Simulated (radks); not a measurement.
Results of a calculation; reference values are marked as such.
Problem. These are the eigenvalues of the occupied orbitals of an atom or ion with whole-number occupations (Ry). Code: a radial shooting solver on a logarithmic mesh with Libxc functionals. Model: non-relativistic Kohn-Sham, BLYP, spin-polarised, spherical densities, point nucleus.

orbital  eigenvalue
1s up     -553.4522
1s down   -553.4519
2s up     -65.89554
2s down   -65.72802
2p up     -57.33331
2p down   -57.20792
3s up      -8.33615
3s down    -7.99091
3p up      -5.77077
3p down    -5.43389
3d up      -1.55119
3d down    -1.24520
4s up      -0.81793
4s down    -0.76114
4d up      -0.04510

Which element is it, and in what charge state? The configuration may be excited. Open shells, if any, are filled with parallel spins first.

Solution. Z = 27, cobalt, charge 0: Co in [Ar] 3d6 4s2 4d1. The list shows which subshells hold electrons but not how many an open one holds; the 1s level, -276.73 hartree, gives Z - s = 23.5 by -(Z - s)^2/2, which with screening narrows Z to a few neighbours, and the depths of the outer levels then fix element, charge and occupations together.
